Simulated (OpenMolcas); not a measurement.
Cu3+: ligand-field states by method

Cu3+ with 6 ligands (fluoride) in octahedral coordination (Oh) at 1.85 Å. A charge of +0.5 e stands 2.6 Å behind each ligand. Ligand basis ANO-RCC-VDZP.
```
Cu    0.0000    0.0000    0.0000
F     1.8500    0.0000    0.0000
F     0.0000    1.8500    0.0000
F    -1.8500    0.0000    0.0000
F     0.0000   -1.8500    0.0000
F     0.0000    0.0000    1.8500
F     0.0000    0.0000   -1.8500
```

* Program: OpenMolcas
* Basis: ANO-RCC-VTZP [6s5p3d2f1g]
* Scalar Hamiltonian: DKH2, point nucleus
* Active space: 8 electrons in 5 orbitals (3d)
* State averaging: 2S+1 = 3 even, 10 roots; 2S+1 = 1 even, 15 roots
* Spin-orbit coupling: state interaction with AMFI integrals over the reference wave functions

I. CASSCF
II. SS-CASPT2, IPEA 0.25 Eh, imaginary shift 0.1 Eh (closed shells correlated: 3s 3p and the ligand valence shells)
III. SS-CASPT2, IPEA 0.25 Eh, real shift 0.3 Eh (closed shells correlated: 3s 3p and the ligand valence shells)

Spin-free states (labels of O, the rotations of Oh) in cm-1, each column counted from its own energy of the first state listed:

| State | Degeneracy | I | II | III |
| --- | --- | --- | --- | --- |
| 3A2 | 1 | 0 | 0 | 0 |
| 3T2 | 3 | 10615 | 16180 | 16150 |
| 3T1 | 3 | 17979 | 25460 | 21460 |
| 1E | 2 | 19224 | 8450 | 8920 |
| 1T2 | 3 | 29523 | 26280 | 27030 |
| 1A1 | 1 | 31217 | 17290 | 18940 |
| 3T1 | 3 | 34455 | 37690 | 35250 |
| 1T1 | 3 | 36212 | 32610 | 33150 |
| 1E | 2 | 45217 | 49170 | 49340 |
| 1T2 | 3 | 45788 | 49010 | 49390 |
| 1A1 | 1 | 79627 | 75310 | 67600 |

From I to II, I's first state of the same spin (3T2) moves from 10615 to 16180 cm-1, by about +5600 cm-1.

From I to II, I's first state of another spin (1E) moves from 19224 to 8450 cm-1, by about -11000 cm-1.

I: A least-squares ligand-field fit to the states below 45000 cm-1, each weighted by its degeneracy and with a free common offset, gives 10Dq = 10828 cm-1, B = 1351 cm-1 and C = 4714 cm-1 (C/B = 3.49), with an rms deviation of 145 cm-1. 

χT at 300 K: I 1.32, II 1.21, III 1.21 cm3 K/mol.

Roots that are degenerate in the reference are averaged as groups; the widest CASPT2 spread within a group is 240 cm-1 (the 3-fold group of multiplicity 3 near 37700 cm-1 above the lowest state of its run, II). Shifts and gaps below about the spread of the groups concerned are not significant. Over all roots computed the reference weight is 0.66 to 0.71 in II, 0.71 to 0.74 in III; a low but even weight reflects the number of correlated electrons. Ligand-to-metal charge-transfer states are missing. With no ligand orbital active B as a rule stays too high, so bands that hang on it stand too high and its fall with covalency is understated. Without dynamic correlation the repulsion within the d shell is too large (B by tens of per cent), so at a given field states of lower spin stand too high (holds for I). With metal d orbitals alone and no dynamic correlation the field as a rule comes out too small, by tens of per cent, by up to half for chloride and softer ligands, and the orbital part of g and χT, which goes as 1/10Dq, too large (holds for I). A single d shell leaves out the double-shell effect, which counts most for late 3d ions, where the CASPT2 field can be off either way by tens of per cent (holds for II; III). With one d shell and no ligand orbital active, 10Dq can be off by a tenth or more (holds for II; III). These CASPT2 states fit no ligand-field parameters well, so their order and spin gaps are uncertain (holds for III). No measured value stands beside these numbers; the geometry was imposed, not optimised, and the real ion may take another.
